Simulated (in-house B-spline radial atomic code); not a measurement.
The numbers below are computed, except where a source is named.
Building a PAW p channel for F, r_c = 0.738 bohr

F, [He] 2s2 2p5, non-relativistic LDA (VWN5), spherical and spin-unpolarised, from a B-spline radial code for spherical atoms (atomic units; all potentials screened as in the neutral atom).

Two all-electron partial waves φ1, φ2 are integrated outwards at E1 = ε(2p) = -0.415606 and E2 = E1 + 2 hartree; φ1 is the bound orbital and φ2 has unit norm inside r_c = 0.738 bohr. Smooth partners are polynomials, r^2(a0 + a1 r² + a2 r⁴ + a3 r⁶), matched to φ and three derivatives at r_c, with no condition on the norm. The local potential is -17.9297 + (66.9529) r² + (-115.03) r⁴ + (75.9939) r⁶ inside 0.6042 bohr and the all-electron one outside.

```
wave     φ(r_c)      φ'(r_c)        a0         a1        a2         a3
   1  0.9029607  -0.08085883  6.025429  -15.09205  17.02294  -7.411251
   2   1.170781    -2.615822  12.26298  -35.00478  39.48387  -17.08632
```

Inside r_c the overlaps are <φi φj> = [[0.32681, 0.56683], [0.56683, 1.00000]] and, for the smooth waves, [[0.27898, 0.46663], [0.46663, 0.79107]]. With χj = (Ej − T − V_local) applied to smooth wave j, the program's quadrature gives the matrix B_ij = <smooth i, χj> as [[-0.29433, -0.69759], [-0.49720, -1.18450]].

Question: Check the match of the first wave, and find the augmentation charges q_ij.

Answer: At r_c the four terms are 3.28171, -4.47686, 2.75025, -0.65214, which sum to 0.9030, φ1(r_c) to rounding. q_ij is the all-electron overlap less the smooth one: [[0.04783, 0.10020], [0.10020, 0.20893]]. The smooth first wave has a norm of 0.2790 inside r_c against 0.3268, and q11 > 0 puts back the missing charge.

Question: B isn't symmetric. Show that D_ij = B_ij + Ej q_ij is.

Answer: Integrating by parts gives B12 − B21 = (E1 − E2) q12: -0.69759 − (-0.49720) = -0.20040, and −2 × (0.10020) = -0.20040. So D12 = -0.69759 + (1.584394)(0.10020) = -0.53884 and D21 = -0.49720 + (-0.415606)(0.10020) = -0.53884; D11 = -0.31421, D22 = -0.85348. The projectors, p = (B⁻¹)ᵀ χ, are dual to the smooth waves; det B = 0.0018, small beside B11 B22, as the two smooth waves look alike inside r_c.

Solving (T + V_local + Σ p D p) ψ = E (1 + Σ p q p) ψ in a sphere of 9 bohr gives these levels:

```tsv
all-electron	one projector	two projectors
-0.415606	-0.415606	-0.415606
0.090769	0.090832	0.090769
0.335061	0.335383	0.335061
0.727010	0.728069	0.727010
1.253880	1.256640	1.253880
```

Question: What does the second projector gain?

Answer: With one projector the errors are 0.00, +0.06, +0.32, +1.06, +2.76 millihartree. With two the errors are 0.00, 0.00, 0.00, 0.00, 0.00 millihartree. The scattering is exact at E1 and at E2 = 1.584, and over all levels compared the largest error is under 0.01 millihartree. The lowest eigenvalue of the overlap operator is 1 with one and 0.9546 with two projectors. The smooth orbital alone needs a cutoff of 48.8 hartree for 1 millihartree of kinetic energy, against 91.4 for a norm-conserving Troullier-Martins orbital of the same radius; part of the gain comes from giving up the norm, part from the simpler form.
